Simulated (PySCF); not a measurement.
Spin-orbit coupling and the third ionisation energy along the third row

Two-component X2C-1e calculated with PySCF 2.14: MP2 on generalised Hartree-Fock spinors (GMP2), with spin-orbit coupling off and on (screened by Boettger's factors); no Breit or QED terms. Values in eV; the references (NIST) lie between the lowest levels. Elements whose determinants are no pure J levels are left out.

```tsv
element	configurations	spin-free	with spin-orbit	shift	reference
Al (x2c-SVPall-2c, [Ne] frozen)	[Ne] 3s1 → [Ne]	27.896	27.896	0.000	28.448
Si (x2c-SVPall-2c, [Ne] frozen)	[Ne] 3s2 → [Ne] 3s1	32.769	32.769	0.000	33.493
P (x2c-SVPall-2c, [Ne] frozen)	[Ne] 3s2 3p1 → [Ne] 3s2	29.689	29.735	0.046	30.203
Ar (x2c-SVPall-2c, [Ne] frozen)	[Ne] 3s2 3p4 → [Ne] 3s2 3p3	39.968	40.040	0.072	40.735 ± 0.012 (s)
```

The largest shift is at Ar, 0.072 eV, where spin-orbit coupling lowers the species with more electrons by more than the one with fewer (starting occupations 3p1/2^2 3p3/2^2 and 3p1/2^2 3p3/2^1).

What remains against the references is mostly the basis and correlation beyond MP2. References marked (s) are semi-empirical, (t) theoretical.
